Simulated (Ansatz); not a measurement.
A short molecular-dynamics run on ClH2O3Si, SMILES `[O][Si](O)(O)Cl` radical.

```yaml
crystal:
  periodic: [false, false, false]
  atoms:
    - {symbol: O, position_ang: [-1.682761, -0.873602, 0.199390]}
    - {symbol: Si, position_ang: [-0.281369, -0.012546, 0.133264]}
    - {symbol: O, position_ang: [0.645316, -0.278773, 1.428286]}
    - {symbol: O, position_ang: [0.642889, -0.295597, -1.170583]}
    - {symbol: Cl, position_ang: [-1.110547, 1.850537, 0.103567]}
    - {symbol: H, position_ang: [1.595533, -0.276924, 1.299090]}
    - {symbol: H, position_ang: [0.252140, -0.181195, -2.038712]}
basis:
  gaussian: {orbitals: def2-SVP}
magnetization: {spin_polarized: true, initial_magnetization: 1}
hamiltonian: {xc: {name: PBE}, dispersion: d4}
md: {timestep: 1 fs, n_steps: 50, ensemble: nvt_nose_hoover, temperature: 700, initial_velocities: maxwell_boltzmann, seed: 266}
```

```sh
$ ansatz run in.yaml --threads 2 --pin off --events-out ev --progress --plain --max-ram 22528MiB --backend cpu
```

| step | time (fs) | potential energy (eV) | kinetic (eV) | T (K) | conserved (eV) |
| --- | --- | --- | --- | --- | --- |
| 0 | 0.0 | -26549.8530 | 0.4524 | 700 | -26549.4006 |
| 1 | 1.0 | -26549.7926 | 0.4004 | 620 | -26549.3922 |
| 2 | 2.0 | -26549.7650 | 0.3766 | 583 | -26549.3884 |
| 3 | 3.0 | -26549.8166 | 0.4180 | 647 | -26549.3986 |
| 4 | 4.0 | -26549.8159 | 0.4180 | 647 | -26549.3980 |
| 5 | 5.0 | -26549.7562 | 0.3641 | 563 | -26549.3922 |
| 6 | 6.0 | -26549.7184 | 0.3288 | 509 | -26549.3896 |
| 7 | 7.0 | -26549.7425 | 0.3511 | 543 | -26549.3916 |
| 8 | 8.0 | -26549.7966 | 0.3992 | 618 | -26549.3976 |
| 9 | 9.0 | -26549.7949 | 0.3961 | 613 | -26549.3992 |
| 10 | 10.0 | -26549.7323 | 0.3440 | 532 | -26549.3888 |
| 11 | 11.0 | -26549.7441 | 0.3536 | 547 | -26549.3911 |
| 12 | 12.0 | -26549.8035 | 0.4045 | 626 | -26549.3997 |
| 13 | 13.0 | -26549.7895 | 0.3937 | 609 | -26549.3967 |
| 14 | 14.0 | -26549.7298 | 0.3393 | 525 | -26549.3916 |
| 15 | 15.0 | -26549.6992 | 0.3104 | 480 | -26549.3900 |
| 16 | 16.0 | -26549.7228 | 0.3312 | 512 | -26549.3930 |
| 17 | 17.0 | -26549.7530 | 0.3554 | 550 | -26549.3992 |
| 18 | 18.0 | -26549.7065 | 0.3106 | 481 | -26549.3978 |
| 19 | 19.0 | -26549.6184 | 0.2329 | 360 | -26549.3874 |
| 20 | 20.0 | -26549.6210 | 0.2303 | 356 | -26549.3929 |
| 21 | 21.0 | -26549.6494 | 0.2524 | 391 | -26549.3994 |
| 22 | 22.0 | -26549.6052 | 0.2125 | 329 | -26549.3953 |
| 23 | 23.0 | -26549.5333 | 0.1454 | 225 | -26549.3907 |
| 24 | 24.0 | -26549.5037 | 0.1171 | 181 | -26549.3895 |
| 25 | 25.0 | -26549.5333 | 0.1433 | 222 | -26549.3931 |
| 26 | 26.0 | -26549.5669 | 0.1712 | 265 | -26549.3990 |
| 27 | 27.0 | -26549.5283 | 0.1361 | 211 | -26549.3958 |
| 28 | 28.0 | -26549.4757 | 0.0931 | 144 | -26549.3864 |
| 29 | 29.0 | -26549.5282 | 0.1384 | 214 | -26549.3938 |
| 30 | 30.0 | -26549.5941 | 0.1993 | 308 | -26549.3991 |
| 31 | 31.0 | -26549.5876 | 0.1978 | 306 | -26549.3946 |
| 32 | 32.0 | -26549.5633 | 0.1783 | 276 | -26549.3902 |
| 33 | 33.0 | -26549.5873 | 0.2032 | 314 | -26549.3898 |
| 34 | 34.0 | -26549.6652 | 0.2772 | 429 | -26549.3944 |
| 35 | 35.0 | -26549.7272 | 0.3340 | 517 | -26549.4004 |
| 36 | 36.0 | -26549.6994 | 0.3125 | 483 | -26549.3950 |
| 37 | 37.0 | -26549.6669 | 0.2888 | 447 | -26549.3871 |
| 38 | 38.0 | -26549.7286 | 0.3418 | 529 | -26549.3966 |
| 39 | 39.0 | -26549.7643 | 0.3756 | 581 | -26549.3996 |
| 40 | 40.0 | -26549.7172 | 0.3351 | 519 | -26549.3940 |
| 41 | 41.0 | -26549.6602 | 0.2831 | 438 | -26549.3900 |
| 42 | 42.0 | -26549.6555 | 0.2790 | 432 | -26549.3903 |
| 43 | 43.0 | -26549.6961 | 0.3150 | 487 | -26549.3959 |
| 44 | 44.0 | -26549.6998 | 0.3153 | 488 | -26549.4003 |
| 45 | 45.0 | -26549.6207 | 0.2465 | 381 | -26549.3909 |
| 46 | 46.0 | -26549.5904 | 0.2205 | 341 | -26549.3874 |
| 47 | 47.0 | -26549.6532 | 0.2733 | 423 | -26549.3983 |
| 48 | 48.0 | -26549.6659 | 0.2875 | 445 | -26549.3979 |
| 49 | 49.0 | -26549.6160 | 0.2445 | 378 | -26549.3920 |
| 50 | 50.0 | -26549.5858 | 0.2182 | 338 | -26549.3890 |

Velocities are drawn at the set temperature; a run this short doesn't reach equilibrium.

Frames (Å, forces in eV/Å):

```xyz
7
time=0.0 fs
O    -1.683   -0.874    0.199   -0.524   -0.143    0.019
Si   -0.281   -0.013    0.133   -0.702   -0.331   -0.051
O     0.645   -0.279    1.428    0.108   -0.115    1.128
O     0.643   -0.296   -1.171    1.063   -0.206   -0.395
Cl   -1.111    1.851    0.104   -0.354    0.731    0.009
H     1.596   -0.277    1.299    0.694   -0.003   -0.082
H     0.252   -0.181   -2.039   -0.285    0.068   -0.628
7
time=2.0 fs
O    -1.689   -0.857    0.203   -0.637   -0.222    0.034
Si   -0.276   -0.030    0.141   -0.780    0.171   -0.999
O     0.645   -0.273    1.420    1.607   -0.308    1.642
O     0.650   -0.292   -1.179    1.816   -0.647    2.362
Cl   -1.117    1.853    0.102   -0.224    0.400    0.019
H     1.620   -0.321    1.329   -0.482    0.050   -0.029
H     0.296   -0.130   -2.009   -1.300    0.554   -3.029
7
time=4.0 fs
O    -1.697   -0.841    0.207   -0.714   -0.280    0.051
Si   -0.272   -0.047    0.148   -0.904    0.606   -1.751
O     0.648   -0.269    1.415    2.169   -0.469    2.068
O     0.661   -0.290   -1.184    0.190    0.108   -1.145
Cl   -1.123    1.855    0.100   -0.114    0.125    0.043
H     1.629   -0.363    1.357   -0.818    0.126   -0.076
H     0.298   -0.061   -2.076    0.192   -0.217    0.810
7
time=6.0 fs
O    -1.707   -0.826    0.210   -0.726   -0.307    0.058
Si   -0.269   -0.064    0.153   -0.825    0.910   -2.142
O     0.657   -0.265    1.415    1.077   -0.378    2.160
O     0.672   -0.288   -1.190   -0.560    0.631   -2.464
Cl   -1.130    1.858    0.098   -0.013   -0.119    0.065
H     1.610   -0.400    1.382    0.282    0.019   -0.148
H     0.304    0.000   -2.119    0.766   -0.756    2.470
7
time=8.0 fs
O    -1.718   -0.811    0.214   -0.659   -0.301    0.051
Si   -0.267   -0.079    0.154   -0.456    1.069   -2.190
O     0.668   -0.262    1.420    0.116   -0.204    1.905
O     0.682   -0.285   -1.203   -0.229    0.216   -0.479
Cl   -1.136    1.861    0.097    0.081   -0.338    0.069
H     1.601   -0.437    1.402    1.004   -0.123   -0.185
H     0.336    0.034   -2.075    0.143   -0.318    0.828
7
time=10.0 fs
O    -1.732   -0.797    0.218   -0.518   -0.267    0.033
Si   -0.266   -0.093    0.152   -0.002    1.136   -1.950
O     0.679   -0.260    1.430    0.829   -0.363    1.474
O     0.692   -0.281   -1.215    0.877   -1.211    3.404
Cl   -1.143    1.863    0.095    0.166   -0.520    0.061
H     1.626   -0.478    1.414   -0.112    0.090   -0.220
H     0.372    0.060   -2.006   -1.239    1.135   -2.801
7
time=12.0 fs
O    -1.746   -0.784    0.223   -0.317   -0.213    0.018
Si   -0.265   -0.105    0.148    0.306    1.178   -1.450
O     0.693   -0.259    1.443    1.105   -0.504    0.909
O     0.704   -0.279   -1.221   -0.096   -0.328    1.297
Cl   -1.149    1.865    0.094    0.232   -0.650    0.059
H     1.647   -0.516    1.418   -0.868    0.294   -0.242
H     0.367    0.121   -2.026   -0.363    0.224   -0.591
7
time=14.0 fs
O    -1.761   -0.771    0.227   -0.054   -0.141   -0.003
Si   -0.263   -0.115    0.142    0.478    1.203   -0.797
O     0.709   -0.258    1.459   -0.091   -0.262    0.263
O     0.715   -0.279   -1.224   -1.189    1.006   -1.270
Cl   -1.155    1.866    0.092    0.291   -0.750    0.058
H     1.639   -0.543    1.413   -0.153    0.107   -0.257
H     0.348    0.191   -2.070    0.718   -1.162    2.007
7
time=16.0 fs
O    -1.776   -0.758    0.231    0.261   -0.061   -0.044
Si   -0.261   -0.124    0.135    0.570    1.189   -0.133
O     0.724   -0.259    1.475   -1.464    0.093   -0.298
O     0.724   -0.276   -1.229   -1.156    0.879   -0.852
Cl   -1.161    1.866    0.091    0.351   -0.841    0.044
H     1.626   -0.566    1.398    0.813   -0.213   -0.306
H     0.353    0.220   -2.044    0.624   -1.046    1.588
7
time=18.0 fs
O    -1.791   -0.746    0.235    0.592    0.012   -0.101
Si   -0.258   -0.132    0.127    0.550    1.145    0.471
O     0.737   -0.259    1.491   -1.066   -0.124   -0.841
O     0.730   -0.271   -1.236    0.046   -0.963    2.188
Cl   -1.166    1.865    0.089    0.412   -0.914    0.018
H     1.639   -0.596    1.372    0.127    0.021   -0.223
H     0.380    0.214   -1.964   -0.662    0.824   -1.512
7
time=20.0 fs
O    -1.804   -0.734    0.239    0.891    0.068   -0.153
Si   -0.254   -0.137    0.121    0.353    1.124    0.988
O     0.747   -0.260    1.504   -0.275   -0.516   -1.379
O     0.736   -0.269   -1.238    0.302   -1.400    2.636
Cl   -1.171    1.864    0.088    0.457   -0.948   -0.002
H     1.657   -0.625    1.337   -0.833    0.411   -0.006
H     0.383    0.236   -1.937   -0.897    1.261   -2.083
7
time=22.0 fs
O    -1.815   -0.721    0.242    1.131    0.101   -0.190
Si   -0.250   -0.142    0.115    0.025    1.155    1.386
O     0.756   -0.261    1.514   -0.627   -0.456   -1.683
O     0.742   -0.269   -1.234   -1.066    0.759   -0.575
Cl   -1.175    1.861    0.087    0.483   -0.939   -0.012
H     1.646   -0.639    1.302   -0.546    0.333    0.071
H     0.357    0.299   -1.979    0.600   -0.953    1.003
7
time=24.0 fs
O    -1.823   -0.708    0.245    1.317    0.109   -0.223
Si   -0.245   -0.144    0.112   -0.302    1.189    1.682
O     0.763   -0.264    1.521   -1.725   -0.038   -1.682
O     0.747   -0.268   -1.232   -1.339    1.317   -1.416
Cl   -1.179    1.857    0.085    0.505   -0.916   -0.021
H     1.616   -0.642    1.269    0.573   -0.116   -0.081
H     0.350    0.330   -1.989    0.970   -1.545    1.741
7
time=26.0 fs
O    -1.828   -0.695    0.248    1.437    0.088   -0.255
Si   -0.241   -0.145    0.110   -0.538    1.186    1.857
O     0.767   -0.267    1.523   -1.752   -0.042   -1.786
O     0.748   -0.264   -1.232   -0.485   -0.011    0.298
Cl   -1.183    1.852    0.084    0.527   -0.881   -0.032
H     1.605   -0.648    1.233    0.678   -0.141   -0.021
H     0.378    0.306   -1.939    0.132   -0.200   -0.061
7
time=28.0 fs
O    -1.830   -0.682    0.250    1.465    0.039   -0.269
Si   -0.238   -0.144    0.112   -0.695    1.169    1.853
O     0.766   -0.270    1.520   -0.671   -0.509   -2.106
O     0.748   -0.260   -1.231    0.777   -2.063    2.882
Cl   -1.185    1.847    0.083    0.536   -0.813   -0.038
H     1.618   -0.658    1.197   -0.287    0.308    0.378
H     0.409    0.279   -1.895   -1.125    1.870   -2.700
7
time=30.0 fs
O    -1.828   -0.669    0.251    1.378   -0.038   -0.249
Si   -0.236   -0.142    0.115   -0.824    1.187    1.620
O     0.764   -0.275    1.513   -0.242   -0.646   -2.049
O     0.749   -0.260   -1.225   -0.284   -0.178    0.378
Cl   -1.188    1.840    0.081    0.515   -0.691   -0.026
H     1.622   -0.657    1.175   -0.558    0.432    0.521
H     0.405    0.309   -1.937    0.015   -0.067   -0.196
7
time=32.0 fs
O    -1.823   -0.655    0.251    1.194   -0.140   -0.208
Si   -0.235   -0.138    0.121   -0.881    1.203    1.229
O     0.761   -0.281    1.501   -0.864   -0.302   -1.463
O     0.750   -0.261   -1.217   -0.997    1.249   -1.607
Cl   -1.189    1.832    0.080    0.482   -0.539   -0.008
H     1.607   -0.641    1.172    0.270    0.074    0.229
H     0.400    0.340   -1.991    0.795   -1.545    1.827
7
time=34.0 fs
O    -1.815   -0.642    0.252    0.927   -0.269   -0.163
Si   -0.235   -0.133    0.129   -0.769    1.164    0.711
O     0.756   -0.287    1.485   -1.301   -0.042   -0.808
O     0.749   -0.259   -1.213   -0.707    0.745   -0.921
Cl   -1.190    1.824    0.078    0.446   -0.374    0.008
H     1.602   -0.622    1.178    0.938   -0.194   -0.034
H     0.422    0.317   -1.981    0.466   -1.030    1.207
7
time=36.0 fs
O    -1.805   -0.630    0.251    0.572   -0.425   -0.115
Si   -0.236   -0.126    0.138   -0.523    1.085    0.061
O     0.748   -0.294    1.468   -0.173   -0.363   -0.495
O     0.746   -0.256   -1.210    0.454   -1.495    2.374
Cl   -1.191    1.816    0.077    0.401   -0.184    0.018
H     1.628   -0.609    1.183    0.066    0.122    0.166
H     0.460    0.259   -1.931   -0.797    1.260   -2.009
7
time=38.0 fs
O    -1.793   -0.619    0.251    0.127   -0.600   -0.052
Si   -0.238   -0.117    0.147   -0.305    1.034   -0.670
O     0.739   -0.302    1.449    1.020   -0.638   -0.007
O     0.744   -0.256   -1.202    0.318   -1.190    2.045
Cl   -1.191    1.807    0.075    0.328    0.056    0.035
H     1.658   -0.591    1.195   -0.818    0.375    0.291
H     0.471    0.242   -1.949   -0.670    0.962   -1.641
7
time=40.0 fs
O    -1.781   -0.609    0.250   -0.363   -0.786    0.020
Si   -0.240   -0.107    0.155   -0.149    1.003   -1.324
O     0.733   -0.311    1.430    0.913   -0.507    0.797
O     0.742   -0.258   -1.190   -0.626    0.817   -1.278
Cl   -1.191    1.799    0.074    0.236    0.334    0.055
H     1.659   -0.560    1.217   -0.379    0.204    0.086
H     0.459    0.257   -2.023    0.368   -1.064    1.643
7
time=42.0 fs
O    -1.770   -0.600    0.249   -0.819   -0.967    0.076
Si   -0.243   -0.095    0.161    0.082    0.913   -1.796
O     0.729   -0.322    1.413    0.007   -0.255    1.551
O     0.739   -0.259   -1.181   -0.675    1.011   -1.792
Cl   -1.191    1.791    0.073    0.145    0.616    0.065
H     1.649   -0.521    1.243    0.798   -0.088   -0.189
H     0.458    0.237   -2.042    0.463   -1.231    2.085
7
time=44.0 fs
O    -1.761   -0.595    0.249   -1.180   -1.120    0.106
Si   -0.245   -0.082    0.164    0.409    0.725   -2.056
O     0.725   -0.333    1.399    0.488   -0.354    1.884
O     0.735   -0.258   -1.175    0.126   -0.415    0.830
Cl   -1.190    1.783    0.071    0.051    0.901    0.058
H     1.664   -0.484    1.261    0.470   -0.010   -0.176
H     0.472    0.174   -1.988   -0.364    0.273   -0.646
7
time=46.0 fs
O    -1.754   -0.591    0.249   -1.394   -1.222    0.124
Si   -0.247   -0.068    0.165    0.657    0.471   -2.031
O     0.722   -0.345    1.390    1.729   -0.492    1.957
O     0.731   -0.257   -1.167    0.879   -1.399    2.919
Cl   -1.189    1.776    0.070   -0.054    1.197    0.048
H     1.695   -0.448    1.274   -0.757    0.134   -0.080
H     0.473    0.121   -1.961   -1.060    1.311   -2.938
7
time=48.0 fs
O    -1.751   -0.591    0.249   -1.422   -1.251    0.142
Si   -0.248   -0.054    0.163    0.695    0.158   -1.641
O     0.724   -0.358    1.386    1.553   -0.380    1.897
O     0.729   -0.260   -1.153   -0.056    0.278   -1.143
Cl   -1.189    1.771    0.069   -0.171    1.498    0.049
H     1.701   -0.407    1.283   -0.718    0.079   -0.113
H     0.438    0.109   -2.026    0.120   -0.381    0.809
7
time=50.0 fs
O    -1.751   -0.594    0.249   -1.241   -1.199    0.139
Si   -0.248   -0.039    0.159    0.640   -0.266   -0.971
O     0.729   -0.372    1.386    0.033   -0.207    1.670
O     0.726   -0.262   -1.142   -0.377    0.809   -3.092
Cl   -1.188    1.767    0.068   -0.274    1.761    0.048
H     1.683   -0.362    1.287    0.534    0.028   -0.223
H     0.406    0.087   -2.068    0.684   -0.927    2.430
```

Run time 78 s (2 threads of an AMD EPYC 7R13 on a shared host); peak host memory 0.41 GiB.
